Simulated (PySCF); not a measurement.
Si(H)(Me)3 (C₃H₁₀Si), SMILES [SiH](C)(C)C. Coordinates come from a PBE0-D3(BJ)/def2-SVP optimisation. The isomer is the one that the SMILES or the coordinates give; other isomers of the formula were not compared.

Calculation: PySCF with PBE0-D3(BJ)/def2-SVP.

Harmonic wavenumbers (cm⁻¹): 154, 170, 170, 203, 203, 238, 610, 610, 624, 670, 713, 713, 845, 845, 866, 910, 910, 1259, 1259, 1268, 1422, 1426, 1426, 1436, 1436, 1444, 2193, 3053, 3053, 3053, 3155, 3155, 3156, 3161, 3161, 3161. Rotational constants (GHz): 5.273, 5.273, 3.119; symmetry number 3.

### Question
Work out the zero-point energy and the ideal-gas rigid-rotor harmonic-oscillator thermochemistry at 298.15 K and 1 atm.

### Answer
ZPE = ½ Σ hcν = ½ × 52127 cm⁻¹ = 311.79 kJ/mol. H − E(el) = 333.91 kJ/mol. Entropy in J/(mol K): translation 162.46, rotation 98.48, vibration 69.92, total 330.85. G − E(el) = 235.26 kJ/mol. Cp = 118.51 J/(mol K).
